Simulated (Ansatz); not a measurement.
One geometry of AlCl2Br (AlBrCl₂), several levels of theory.

```yaml
crystal:
  periodic: [false, false, false]
  atoms:
    - {symbol: Al, position_ang: [0.016928, 0.028464, -0.000075]}
    - {symbol: Cl, position_ang: [2.103890, 0.011454, 0.012743]}
    - {symbol: Cl, position_ang: [-0.994317, 1.854095, -0.017716]}
    - {symbol: Br, position_ang: [-1.126502, -1.894014, 0.005058]}
basis:
  gaussian: {orbitals: def2-TZVP}
magnetization: {spin_polarized: true, initial_magnetization: 2}
hamiltonian: {xc: pbe0, dispersion: d4}
scf: {omitted_lower_state_checks: [starts]}
output: {orbitals: {seedname: orbitals}}
```

The file start.molden holds the orbitals of an earlier run on this structure, at another level or in another basis.

```sh
$ ansatz run in.yaml --threads 4 --pin off --events-out ev --progress --plain --max-ram 3916MiB
```

Output, abridged:

```
Functional definition: PBE0
983 factors; integrals over basis functions are off by at most 1.3e-3 eV
mean field evaluation 1: about -101668.1498 eV, gradient 1.7e1 eV
mean field evaluation 2: about -101662.8944 eV, gradient 3.3e1 eV
mean field evaluation 4: about -101669.8899 eV, gradient 2.5e0 eV
mean field evaluation 8: about -101670.0181 eV, gradient 5.4e-1 eV
mean field evaluation 16: about -101670.0200 eV, gradient 2.2e-3 eV
mean field -101670.01999675 eV, -3736.3043204658 hartree, gradient 1.1e-5 eV, S^2 2.007115; 0 other end points of the search recorded, 0 dependent functions left out
reference -101670.02002493 eV, -3736.3043215014 hartree; 42, 40 occupied and 117, 119 virtual orbitals, 983 factors
Total energy: -101670.14843570 eV, -3736.3090405102 hartree
Checks for a lower state left out: starts
```

Run time 6 s (4 threads of Arm Neoverse V2 on a shared host).

The first input with `gaussian: {orbitals: def2-TZVP, initial_orbitals: start.molden}`, `hamiltonian: {xc: pbe, dispersion: d4}` (abridged; 2.5 s):

```
Functional definition: PBE
mean field -101665.49210533 eV, -3736.1379235253 hartree, gradient 1.5e-5 eV, S^2 2.003765
Total energy: -101665.63942902 eV, -3736.1433375709 hartree
Checks for a lower state left out: starts
```

First input, but with `gaussian: {orbitals: def2-TZVP, initial_orbitals: start.molden}`, `hamiltonian: {xc: r2scan, dispersion: d4}` (abridged; 7.5 s):

```
Functional definition: r2SCAN
mean field -101686.95386301 eV, -3736.9266285725 hartree, gradient 1.7e-5 eV, S^2 2.007587
Total energy: -101686.98616317 eV, -3736.9278155816 hartree
Checks for a lower state left out: starts
```

Geometry: B3LYP-D4/def2-SVP, that of the neutral singlet.

At PBE0-D4/def2-TZVP a singlet of charge 0 lies 5.90 eV below the triplet at the same geometry.
